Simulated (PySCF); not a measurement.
**Arsenic: a sound run and one with changed settings**

Sound run: As [Ar] 3d10 4s2 4p3, As⁺ [Ar] 3d10 4s2 4p2. Computed with PySCF 2.14 in x2c-SVPall (5s4p3d, 32 functions), with the spin-free X2C one-electron Hamiltonian (Gaussian nucleus). In the sound run the correlated levels freeze [Ar] 3d10. The sound run starts from symmetry-adapted Hartree-Fock orbitals and uses a fine grid where one is needed.

Changed run: the non-relativistic Hamiltonian (point nucleus). This setting is unsound on purpose.

```csv
species,method,sound run (hartree),changed run (hartree),converged
As,UHF,-2258.62266,-2223.66055,yes
As,M06-L,-2260.22376,-2225.26249,yes
As,B3LYP,-2260.35568,-2225.39556,yes
As,MP2,-2258.67877,-2223.71713,yes
As,CCSD(T),-2258.69421,-2223.73308,yes
As⁺,UHF,-2258.27608,-2223.30939,yes
As⁺,M06-L,-2259.86775,-2224.90044,yes
As⁺,B3LYP,-2259.99522,-2225.03061,yes
As⁺,MP2,-2258.31988,-2223.35375,yes
As⁺,CCSD(T),-2258.33699,-2223.37179,yes
```

Ionisation energy of As:

| method | sound run (eV) | changed run (eV) |
| --- | --- | --- |
| UHF | 9.431 | 9.555 |
| M06-L | 9.687 | 9.852 |
| B3LYP | 9.809 | 9.931 |
| MP2 | 9.766 | 9.888 |
| SCS-MP2 | 9.645 | 9.769 |
| CCSD | 9.715 | 9.826 |
| CCSD(T) | 9.720 | 9.831 |

Most of the change in total energy is the relativistic energy itself. On top of that the contraction fixes the core shape for the Hamiltonian it was made with, so the changed run is not a good calculation with the other Hamiltonian either.

For comparison, NIST gives 9.789 eV between the lowest levels.
